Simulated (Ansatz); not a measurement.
CClFI (`F[C](Cl)I`) radical at its PBE0-D4/def2-TZVP geometry, where that method's forces vanish. The species carries charge 0 and has multiplicity 2. I: def2 effective core potential.

```xyz
4

F    -0.7057   -0.1031    1.2107
C     0.1317    0.1720    0.2271
Cl   -0.4126    1.4420   -0.7746
I     0.9866   -1.5110   -0.6632
```

What forces (eV/Å) does ωB97M-V/def2-TZVPP give on these atoms in Ansatz 0.2.0? (An estimate is asked.)

Computed: 
```
F1  -0.161 -0.054  0.178
C2   0.243 -0.092 -0.166
Cl3 -0.039  0.075 -0.055
I4  -0.042  0.071  0.043
```
